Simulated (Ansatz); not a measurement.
`C=NB(F)[SiH3]` + `CCCC` → `C=NB[SiH3]` + `CCC(C)F`  (formal exchange of groups at a B–F bond)

Program: Ansatz. Geometries: PBE0-D4/def2-TZVP. ΔE: electronic, gas phase. CCSD(T)/CBS adds triple-zeta CCSD(T) − MP2 to the extrapolated MP2 energy (def2 sets, frozen cores). DFT in def2-TZVPP. One conformer a species, not always the lowest.

CCSD(T)/CBS gives +162.9 kJ/mol.

**Question.** Another level gave +171.3 kJ/mol. Which?
A. PBE/def2-TZVPP
B. r2SCAN-D4/def2-TZVPP
C. MP2/def2-TZVPP
D. ωB97M-V/def2-TZVPP

**Answer.** C. MP2/def2-TZVPP 171.3, ωB97M-V 160.8, PBE 151.3, r2SCAN-D4 155.4 kJ/mol.

Largest T1 diagnostic among the species: 0.017.

From PBE to PBE0 (25 % exact exchange), in def2-TZVPP and without D4, ΔE moves by +6.8 kJ/mol.
